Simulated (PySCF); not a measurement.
Species: CH7ClNSi2 (charge -1, singlet). It need not be the lowest isomer of its formula. Whether it binds its extra electron was not tested at this geometry. SMILES: [SiH2-]N[Si@@H](Cl)C
Structure (B3LYP-D3(BJ)/def2-TZVP (Ansatz) minimum search):
```xyz
12

Si     0.3501     0.2281    -0.3853
C      1.3541    -1.3360    -0.5624
Cl     1.6428     1.6230     0.6224
N     -1.0647     0.0313     0.4946
Si    -2.3829    -1.1509    -0.0961
H      0.2371     0.8715    -1.7232
H      0.7642    -2.0850    -1.0913
H      2.2765    -1.1405    -1.1145
H      1.6057    -1.7330     0.4228
H     -1.4224     0.8218     1.0054
H     -1.6169    -2.4631     0.1652
H     -1.9842    -1.1465    -1.5943
```
Charge -1, spin multiplicity 1.

Dispersion corrections to the total energy (kcal/mol) from the dftd3 and dftd4 libraries through PySCF: D3(BJ) without and D4 with the three-body term, each with the damping fitted for the functional named.

```json
[
 {"functional": "BP86", "D3(BJ)": "-13.83", "D4": "-12.46"},
 {"functional": "B2PLYP", "D3(BJ)": "-7.09", "D4": "-6.34"},
 {"functional": "B3LYP", "D3(BJ)": "[?]", "D4": "-14.52"},
 {"functional": "HSE06", "D3(BJ)": "-5.92", "D4": "[?]"},
 {"functional": "PBE", "D3(BJ)": "-7.90", "D4": "-9.01"},
 {"functional": "CAM-B3LYP", "D3(BJ)": "-6.97", "D4": "[?]"},
 {"functional": "PBE0", "D3(BJ)": "-7.18", "D4": "-7.72"}
]
```

Problem. Complete the blanks.

Solution. 
- B3LYP, D3(BJ): -14.37
- HSE06, D4: -7.24
- CAM-B3LYP, D4: -7.92
